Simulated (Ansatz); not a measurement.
```yaml
crystal:
  periodic: [false, false, false]
  atoms:
    - {symbol: Al, position_ang: [-1.335060, -3.434533, 0.677086]}
    - {symbol: Al, position_ang: [2.301633, 2.364669, -0.777649]}
    - {symbol: Al, position_ang: [-0.580959, -2.879836, -2.013337]}
    - {symbol: Al, position_ang: [1.882127, -0.159275, -0.763133]}
    - {symbol: Al, position_ang: [1.433971, -3.653595, -0.091739]}
    - {symbol: Al, position_ang: [-1.943740, 0.315522, 0.209248]}
    - {symbol: Al, position_ang: [0.742016, 2.574522, 1.551641]}
    - {symbol: Al, position_ang: [0.464664, 5.066744, -0.871316]}
    - {symbol: Sb, position_ang: [-1.611353, 3.924855, 1.344237]}
    - {symbol: Sb, position_ang: [0.373839, -0.144651, 1.429850]}
    - {symbol: Sb, position_ang: [2.707258, 4.273815, 0.987368]}
    - {symbol: Sb, position_ang: [-0.417808, -5.404746, -0.852735]}
    - {symbol: Sb, position_ang: [2.040665, -2.305046, -2.298836]}
    - {symbol: Sb, position_ang: [-0.434768, 2.397146, -1.114852]}
    - {symbol: Sb, position_ang: [0.621562, -2.919273, 2.385557]}
    - {symbol: Sb, position_ang: [-3.691579, 2.006598, 1.158714]}
    - {symbol: Sb, position_ang: [-2.821894, -1.945359, -0.994106]}
basis:
  gaussian: {orbitals: def2-mTZVP, fitting: {mean_field: def2-universal-jkfit}}
total_charge: -1
hamiltonian: {xc: {name: B3LYP5}}
```

```sh
$ ansatz run in.yaml --threads 2 --pin off --events-out ev --progress --plain --max-ram 22528MiB --backend cuda --devices 0, --max-vram 18GiB
```

It prints (some lines left out):

```
Functional definition: B3LYP5
2986 factors; integrals over basis functions are off by at most 6.9e-1 eV
mean field evaluation 1: about -111618.1114 eV, gradient 2.7e1 eV
mean field evaluation 2: about -111588.4493 eV, gradient 8.4e1 eV
mean field evaluation 4: about -111620.4509 eV, gradient 1.6e1 eV
mean field evaluation 8: about -111621.5598 eV, gradient 1.1e0 eV
mean field evaluation 16: about -111621.5685 eV, gradient 2.6e-3 eV
mean field evaluation 32: about -111621.1901 eV, gradient 4.4e0 eV
mean field -111621.56854389 eV, -4102.0169841715 hartree, gradient 3.0e-5 eV, S^2 0.000000; 4 other end points of the search recorded, 0 dependent functions left out
reference -111621.56890594 eV, -4102.0169974764 hartree; 156, 156 occupied and 344, 344 virtual orbitals, 2986 factors
Total energy: -111621.56890594 eV, -4102.0169974764 hartree
```

Run time 10 s (2 threads of AMD EPYC 7R13 on a shared host and a share (18 GiB) of an NVIDIA H100 80GB HBM3), peak host memory 1 GiB.

In the def2 sets Sb takes a core potential; there is no spin–orbit coupling. The highest occupied level of an anion often lies above zero with these methods, and sets without diffuse functions describe the outer electron poorly.
